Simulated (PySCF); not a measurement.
# Ionisation energy of Co²⁺ by level of theory

Co²⁺ [Ar] 3d7 (4F) → Co³⁺ [Ar] 3d6 (5D), as a difference of total energies. Calculation: PySCF 2.14, in x2c-TZVPPall with one added diffuse shell each of s, p, d, f type (7s6p5d3f1g, 80 functions); the spin-free X2C one-electron Hamiltonian (Gaussian nucleus). Correlated levels: valence and next inner shell: [Ne] frozen. The calculations carry no spin-orbit coupling.

| method | ionisation energy (eV) |
| --- | --- |
| UHF | 31.189 |
| MP2 (valence and next inner shell) | 33.445 |
| SCS-MP2 (valence and next inner shell) | 33.370 |
| CCSD (valence and next inner shell) | 33.044 |
| CCSD(T) (valence and next inner shell) | 33.110 |

Problem. How much does correlation contribute at CCSD(T) (valence and next inner shell)?

Solution. 33.110 − (31.189) = 1.921 eV, measured against UHF.

The reference lies between the lowest fine-structure levels, while these numbers refer to the centres of the terms.

Errors of the correlated levels include the incompleteness of this basis and the frozen core.

For comparison: 33.5 ± 0.06 eV (semi-empirical (NIST evaluation); NIST Atomic Spectra Database, ionization energies).
